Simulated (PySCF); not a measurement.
**C₆ coefficients of unlike pairs at PBE**

Calculated with PySCF 2.14 from the dipole response of each species, C₆(A,B) = (3/π) ∫ α_A(iu) α_B(iu) du, in atomic units, from isotropic polarisabilities. For ions this is the dispersion term alone; charge-induced terms of lower order in 1/R come first.

```tsv
species	configuration	basis	relativity	α (bohr³)	C₆ (like pair)
I³⁺	[Kr] 4d10 5s2 5p2 (3P)	aug-cc-pwCVDZ-PP with ECP28MDF (6s5p4d1f)	core potential	10.01	55.05
Ne⁺	[He] 2s2 2p5 (2P)	x2c-TZVPPall with one added diffuse shell each of s, p, d type (6s4p3d1f)	spin-free X2C	1.403	2.474
V²⁺	[Ar] 3d3 (4F)	aug-cc-pVTZ with one added diffuse shell each of s, p, d, f, g type (9s8p6d4f3g)	none	4.931	14.81
Be²⁺	1s2 (1S)	aug-cc-pVDZ (4s3p2d)	none	0.02445	0.001944
```

Estimate C₆ for V²⁺ with Ne⁺.

The integral gives 5.889. The combination rule 2 C_A C_B / (C_A α_B/α_A + C_B α_A/α_B) gives 5.677 and the geometric mean 6.053.

No spin-orbit coupling is included.

The other pairs:

```csv
pair,C₆
"Be²⁺, V²⁺",0.1413
"Be²⁺, I³⁺",0.2529
"Be²⁺, Ne⁺",0.06404
"V²⁺, I³⁺",28.33
"Ne⁺, I³⁺",10.97
```
